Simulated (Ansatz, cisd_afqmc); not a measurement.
Species: SF4, charge 0, singlet. SF4 (SMILES FS(F)(F)F).
B3LYP-D3(BJ)/def2-TZVP minimum from Ansatz (a first-principles code):
```xyz
5

F      0.5819     1.5844    -0.0193
S     -0.2940     0.1727    -0.1656
F     -1.0147    -1.3301    -0.2245
F     -0.0185    -0.0852     1.3537
F      0.9739    -0.4761    -0.8154
```
Charge 0, spin multiplicity 1.

Atomisation energy term by term, kcal/mol (programs: Ansatz, cisd_afqmc). UHF or UKS for unpaired electrons; spin-orbit terms are left out. Cores are frozen in correlated methods. Rows without X2C or -DK are non-relativistic. The Monte Carlo rows (phaseless AFQMC, CISD trial, step 0.005/hartree) carry one-sigma bars that omit the constraint's bias. Outlying blocks are dropped, and bars are widened where a walk drifts. Over all cases where full CI ran beside it in this data, AFQMC minus full CI had a median of +0.1 mEh and passed +0.4 mEh in a tenth of the cases. CBS(X,Y): correlation extrapolated as X^-3, Hartree-Fock from the larger set (Q,5: extrapolated as (X+1)exp(-9√X)). A bracket is a step between two methods taken in the basis named. 'core' is core correlation in cc-pwCVTZ (1s frozen past Ne), 'X2C' scalar relativity in cc-pVTZ-DK, both at CCSD(T).

```
term                                       basis  kcal/mol
------------------  ----------------------------  --------
Hartree-Fock        CBS(cc-pV(Q+d)Z,cc-pV(5+d)Z)    153.65
CCSD correlation    CBS(cc-pV(Q+d)Z,cc-pV(5+d)Z)    161.63
(T)                 CBS(cc-pV(Q+d)Z,cc-pV(5+d)Z)     17.63
CCSDT(Q) - CCSD(T)                   cc-pV(D+d)Z      1.47
core correlation                       cc-pwCVTZ      0.53
scalar relativity                X2C, cc-pVTZ-DK     -0.91
sum: De                                              334.0
```

The step beyond CCSD(T) by other levels: AFQMC/CISD in cc-pV(T+d)Z 1.45 ± 0.28 kcal/mol.
